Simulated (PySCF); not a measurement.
C₂H₇BIN (SMILES CN(C)BI), singlet, geometry from GFN2-xTB (core potentials on I); DF-B3LYP/def2-TZVPPD (PySCF).

PySCF was given this input:
```python
from pyscf import gto, scf, dft

mol = gto.Mole()
mol.atom = '''
    B     0.485543   -0.938167   -0.353092
    H     0.847407   -1.506593   -1.308789
    I    -0.410775    0.968473   -0.626894
    N     0.650066   -1.512477    0.885285
    C     1.264242   -2.814558    1.049662
    C     0.264872   -0.957007    2.165315
    H     2.156011   -2.734738    1.677866
    H     0.565344   -3.503358    1.532735
    H     1.549515   -3.222577    0.083889
    H    -0.447221   -1.621061    2.663926
    H     1.143155   -0.852582    2.809030
    H    -0.195985    0.019399    2.045307
'''
mol.basis = 'def2-tzvppd'
mol.ecp = {'I': 'def2-tzvppd'}
mol.charge = 0
mol.spin = 0
mol.verbose = 4
mol.max_memory = 1800
mol.build()

mf = dft.RKS(mol)
mf.xc = 'b3lyp'
mf = mf.density_fit(auxbasis='def2-universal-jkfit')
mf.kernel()
```

Task: What does PySCF print? Leave out banner, timings and long lists.

Result: 
```
PySCF version 2.14.0

[INPUT] verbose = 4
[INPUT] num. atoms = 12
[INPUT] num. electrons = 56
[INPUT] charge = 0
[INPUT] spin (= nelec alpha-beta = 2S) = 0
[INPUT] symmetry False subgroup None
[INPUT] Mole.unit = angstrom
[INPUT] Symbol           X                Y                Z      unit          X                Y                Z       unit  Magmom
[INPUT]  1 B      0.485543000000  -0.938167000000  -0.353092000000 AA    0.917543291700  -1.772878689105  -0.667247176775 Bohr   0.0
[INPUT]  2 H      0.847407000000  -1.506593000000  -1.308789000000 AA    1.601367146039  -2.847048151187  -2.473252764843 Bohr   0.0
[INPUT]  3 I     -0.410775000000   0.968473000000  -0.626894000000 AA   -0.776252248818   1.830148729036  -1.184657969133 Bohr   0.0
[INPUT]  4 N      0.650066000000  -1.512477000000   0.885285000000 AA    1.228446702892  -2.858167299704   1.672946192186 Bohr   0.0
[INPUT]  5 C      1.264242000000  -2.814558000000   1.049662000000 AA    2.389071135172  -5.318743781704   1.983573703363 Bohr   0.0
[INPUT]  6 C      0.264872000000  -0.957007000000   2.165315000000 AA    0.500535538066  -1.808481129292   4.091852323413 Bohr   0.0
[INPUT]  7 H      2.156011000000  -2.734738000000   1.677866000000 AA    4.074270311550  -5.167905842441   3.170707213719 Bohr   0.0
[INPUT]  8 H      0.565344000000  -3.503358000000   1.532735000000 AA    1.068345326166  -6.620387136304   2.896449371535 Bohr   0.0
[INPUT]  9 H      1.549515000000  -3.222577000000   0.083889000000 AA    2.928158975905  -6.089787945323   0.158527234864 Bohr   0.0
[INPUT] 10 H     -0.447221000000  -1.621061000000   2.663926000000 AA   -0.845125207154  -3.063361321214   5.034090556108 Bohr   0.0
[INPUT] 11 H      1.143155000000  -0.852582000000   2.809030000000 AA    2.160249867927  -1.611146478734   5.308297375687 Bohr   0.0
[INPUT] 12 H     -0.195985000000   0.019399000000   2.045307000000 AA   -0.370357974523   0.036658797090   3.865070070656 Bohr   0.0

nuclear repulsion = 240.633858887665
number of shells = 120
number of NR pGTOs = 445
number of NR cGTOs = 326
basis = def2-tzvppd
ecp = {'I': 'def2-tzvppd'}

******** <class 'pyscf.df.df_jk.DFRKS'> ********
method = DFRKS
initial guess = minao
damping factor = 0
level_shift factor = 0
DIIS = <class 'pyscf.scf.diis.CDIIS'>
diis_start_cycle = 1
diis_space = 8
diis_damp = 0
SCF conv_tol = 1e-09
SCF conv_tol_grad = None
SCF max_cycles = 50
direct_scf = False
XC library pyscf.dft.libxc version 7.1.2
    S. Lehtola, C. Steigemann, M. J. T. Oliveira, and M. A. L. Marques,  SoftwareX 7, 1–5 (2018)
XC functionals = b3lyp
    P. J. Stephens, F. J. Devlin, C. F. Chabalowski, and M. J. Frisch,  J. Phys. Chem. 98, 11623 (1994)
radial grids:
    Treutler-Ahlrichs [JCP 102, 346 (1995); DOI:10.1063/1.469408] (M4) radial grids

becke partition: Becke, JCP 88, 2547 (1988); DOI:10.1063/1.454033
pruning grids: <function nwchem_prune>
grids dens level: 3
symmetrized grids: False
atomic radii adjust function: <function treutler_atomic_radii_adjust>
small_rho_cutoff = 0
Set gradient conv threshold to 3.16228e-05
Initial guess from minao.
tot grids = 146800
******** <class 'pyscf.df.df.DF'> ********
auxbasis = def2-universal-jkfit
init E= -415.981203793457
  HOMO = -0.562702078158365  LUMO = -0.546130618535358  gap/eV = 0.45093
cycle= 1 E= -455.459374960538  delta_E= -39.5  |g|= 3.75  |ddm|= 23.1
  HOMO = -0.0620928565316273  LUMO = -0.0430353533294579  gap/eV = 0.51858
cycle= 2 E= -446.295115236281  delta_E= 9.16  |g|= 5.23  |ddm|=  212
  HOMO = -0.158569716646168  LUMO = -0.140414276165901  gap/eV = 0.49403
cycle= 3 E= -449.97013561479  delta_E= -3.68  |g|= 3.59  |ddm|=  206
  HOMO = -0.348597849344499  LUMO = -0.0988237202659388  gap/eV = 6.79670
cycle= 4 E= -457.867171271727  delta_E= -7.9  |g|= 0.559  |ddm|=   15
  HOMO = -0.150610723767455  LUMO = -0.0328715384106335  gap/eV = 3.20385
cycle= 5 E= -457.890278673229  delta_E= -0.0231  |g|= 0.472  |ddm|=  1.8
  HOMO = -0.24436939782849  LUMO = -0.00706689665691246  gap/eV = 6.45733
cycle= 6 E= -457.958457379046  delta_E= -0.0682  |g|= 0.124  |ddm|= 0.774
  HOMO = -0.250630177304484  LUMO = -0.0167967919217065  gap/eV = 6.36293
cycle= 7 E= -457.961260355142  delta_E= -0.0028  |g|= 0.0451  |ddm|= 0.16
  HOMO = -0.253436218700693  LUMO = -0.0156176221750368  gap/eV = 6.47137
cycle= 8 E= -457.961743659674  delta_E= -0.000483  |g|= 0.00963  |ddm|= 0.0557
  HOMO = -0.253567699376137  LUMO = -0.0160091953503165  gap/eV = 6.46430
cycle= 9 E= -457.961758440571  delta_E= -1.48e-05  |g|= 0.00471  |ddm|= 0.012
  HOMO = -0.253165022899026  LUMO = -0.0154940694338445  gap/eV = 6.46736
cycle= 10 E= -457.961763203614  delta_E= -4.76e-06  |g|= 0.00119  |ddm|= 0.00458
  HOMO = -0.253203233974497  LUMO = -0.0155261604849707  gap/eV = 6.46752
cycle= 11 E= -457.961763474866  delta_E= -2.71e-07  |g|= 0.000329  |ddm|= 0.00136
  HOMO = -0.25319153075155  LUMO = -0.0155337375986112  gap/eV = 6.46700
cycle= 12 E= -457.961763500068  delta_E= -2.52e-08  |g|= 8.45e-05  |ddm|= 0.000415
  HOMO = -0.253193082151612  LUMO = -0.0155353368888333  gap/eV = 6.46700
cycle= 13 E= -457.961763501541  delta_E= -1.47e-09  |g|= 2.47e-05  |ddm|= 0.000133
  HOMO = -0.25319250066591  LUMO = -0.0155335632737779  gap/eV = 6.46703
cycle= 14 E= -457.961763501673  delta_E= -1.31e-10  |g|= 7.48e-06  |ddm|= 3.31e-05
  HOMO = -0.253192034875468  LUMO = -0.0155334089546485  gap/eV = 6.46702
Extra cycle  E= -457.961763501668  delta_E= 4.43e-12  |g|= 8.89e-06  |ddm|= 1.57e-05
converged SCF energy = -457.961763501668
```
